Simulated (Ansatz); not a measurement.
Frontier orbitals of `[NH2][AlH][CH2]Br`.

Charge 0, multiplicity 1. Correlated methods include outer-core shells of Br, which these sets cover unevenly. Scalar relativity is left out up to krypton. The structure was optimised at the PBE0-D4/def2-TZVP level. It is one conformer, not always the lowest. Basis def2-TZVPP, Ansatz 0.2.0.

Orbital energies of one run (eV). Highest occupied ones, from the top: -7.31, -7.79, -8.19, -8.81, -9.92, -11.18, -12.30, -12.48, -13.32, -18.25, -22.45, -23.07, -72.52, -72.52. Empty: -0.68, 0.24, 0.70, 1.22, 2.18, 2.36.

Question: Which functional gave them?
A. PBE0
B. BLYP
C. r2SCANh
D. CAM-B3LYP

Answer: A. HOMO energies: PBE0 -7.31, BLYP -5.84, r2SCANh -6.76, CAM-B3LYP -8.70 eV.
